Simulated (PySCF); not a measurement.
This PySCF input asks for the NMR shieldings of `C(#C/C=C/C#C)B(C)C`, C8H9B; the geometry comes from GFN2-xTB.

```python
import basis_set_exchange as bse
import numpy as np
from pyscf import gto, dft
from pyscf.prop import nmr

atoms = """
C     5.299037   -0.509980    1.282352
C     4.185303   -0.387332    0.845916
C     2.886120   -0.239514    0.335995
C     1.796211   -0.715592    0.962764
C     0.497754   -0.540480    0.467311
C    -0.631255   -0.386694    0.044571
B    -2.025725   -0.184270   -0.477314
C    -2.269761   -0.238840   -2.038026
C    -3.213477    0.047034    0.538208
H     6.272300   -0.615724    1.658731
H     2.793911    0.298090   -0.599641
H     1.892057   -1.249812    1.900936
H    -1.919506   -1.181705   -2.456452
H    -3.310987   -0.111639   -2.323054
H    -1.692222    0.538554   -2.537750
H    -2.902118    0.489553    1.481892
H    -3.650833   -0.923388    0.779104
H    -4.015567    0.653297    0.122800
"""
names = dict.fromkeys(["C", "B", "H"], "pcSseg-1")
basis = {el: gto.basis.parse(bse.get_basis(n, elements=[el], fmt="nwchem")) for el, n in names.items()}
mol = gto.M(atom=atoms, basis=basis, charge=0, verbose=0)
mf = dft.RKS(mol, xc="PBE0")
mf.grids.level = 2
mf.grids.alignment = dft.numint.BLKSIZE   # the property module wants whole blocks of grid points
mf.conv_tol = 1e-9
mf.kernel()

calc = nmr.RKS(mf)   # GIAO
C = mf.mo_coeff
Co = C[:, mf.mo_occ > 0]
resp = mf.gen_response(singlet=True, hermi=2)
def vind(x):   # induced exchange potential for any number of trial vectors
    d = np.einsum("pi,xij,qj->xpq", C, 2 * x.reshape(-1, C.shape[1], Co.shape[1]), Co, optimize=True)
    return np.einsum("xpq,pi,qj->xij", resp(d - d.transpose(0, 2, 1)), C, Co, optimize=True).ravel()
mo1, _ = nmr.rhf.solve_mo1(calc, with_cphf=vind)
sigma = calc.kernel(mo1)
for i, s in enumerate(sigma):   # ppm
    print("%2d %-2s %9.2f" % (i, mol.atom_pure_symbol(i), np.trace(s) / 3))
```

**Question.** What does it print?

**Answer.** 
```
 0 C      88.35
 1 C      99.77
 2 C      55.54
 3 C      54.79
 4 C      53.46
 5 C      69.04
 6 B      28.79
 7 C     170.22
 8 C     169.23
 9 H      28.41
10 H      25.44
11 H      25.05
12 H      30.78
13 H      30.52
14 H      30.79
15 H      30.45
16 H      30.97
17 H      30.49
```

These numbers come from an equivalent density-fitted implementation of the same equations, which agrees with the script to about 0.01 ppm for H and up to a few tenths of a ppm for heavy atoms, so last digits may differ.

Size and cost of the density-fitted run: 198 basis functions, 35 s wall time on 1 thread of an Arm Neoverse V2, shared host; peak memory 0.98 GiB.
